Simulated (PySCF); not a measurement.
# Bi (bismuth, neutral) across methods

[Xe] 4f14 5d10 6s2 6p3, high-spin 4S determinant. All numbers are calculated (PySCF 2.14, the spin-free X2C one-electron Hamiltonian (Gaussian nucleus), in x2c-TZVPPall with one added diffuse shell each of s, p, d, f type (12s8p7d4f, 99 functions)). The B2PLYP total includes its PT2 part (frozen core); its orbital energies are those of the SCF part.

```csv
method,E (hartree),mean ε 6s α (eV),mean ε 6s β (eV),mean ε 6p α (eV),Σ⟨r²⟩ (bohr²),⟨S²⟩
UHF,-21529.18421,-21.241,-15.732,-8.713,74.80,3.756
TPSS,-21534.51,-14.992,-13.179,-5.241,74.45,3.752
B2PLYP,-21533.79,-18.306,-14.975,-6.990,74.59,3.753
r2SCANh,-21535.23,-16.229,-13.709,-5.947,74.01,3.754
r2SCAN,-21535.33,-15.579,-13.335,-5.582,74.08,3.754
PBE0,-21535.09,-16.691,-14.200,-6.225,74.24,3.752
PBE,-21535.38,-14.886,-13.315,-5.209,74.71,3.751
LDA,-21522.51,-15.108,-13.776,-5.308,74.55,3.751
```

Spin-orbit coupling, which splits the p, d and f shells strongly at this Z, is absent. Spin-orbit coupling is strong in this species (close to jj coupling), so the high-spin LS determinant is a model state, not a physical level.
